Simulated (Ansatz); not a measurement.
Basis sets compared for the cluster Mg3O2. Charge 0, multiplicity 1. Geometry PBE-D4/def2-SVP. Ansatz on 4 threads of Arm Neoverse V2 on a shared host; times are rough, and most runs start from earlier orbitals.

```xyz
5

Mg   -1.516   -0.577   -0.051
Mg    0.901   -0.109   -0.840
Mg    1.324    1.323    1.619
O    -0.566   -1.037   -1.597
O    -0.143    0.400    0.868
```

Another isomer (singlet) lies 0.04 eV lower at PBE0-D4/def2-TZVP.

Binding counts from free atoms (Mg singlet, O triplet) in the same basis, without a counterpoise term.

| level | functions | energy (Eh) | HOMO (eV) | LUMO (eV) | binding per atom (eV) | wall time |
| --- | --- | --- | --- | --- | --- | --- |
| PBE-D4/def2-SVP | 82 | -749.9457 | -4.22 | -3.10 | 2.73 | 0.65 s |
| PBE-D4/def2-TZVP | 158 | -750.3422 | -4.19 | -3.05 | 2.69 | 1.1 s |
| PBE0-D4/def2-SVP | 82 | -749.9787 | -4.72 | -2.53 | 2.50 | 1 s |
| PBE0-D4/def2-TZVP | 158 | -750.3746 | -4.69 | -2.48 | 2.48 | 1.4 s |

Problem. Estimate the rows for PBE-D4/def2-TZVPD, PBE0-D4/def2-TZVPD.

Solution. 
```
             level  functions  energy (Eh)  HOMO (eV)  LUMO (eV)  binding per atom (eV)  wall time
 PBE-D4/def2-TZVPD        185    -750.3444      -4.19      -3.05                   2.69      1.6 s
PBE0-D4/def2-TZVPD        185    -750.3768      -4.69      -2.48                   2.48      1.9 s
```
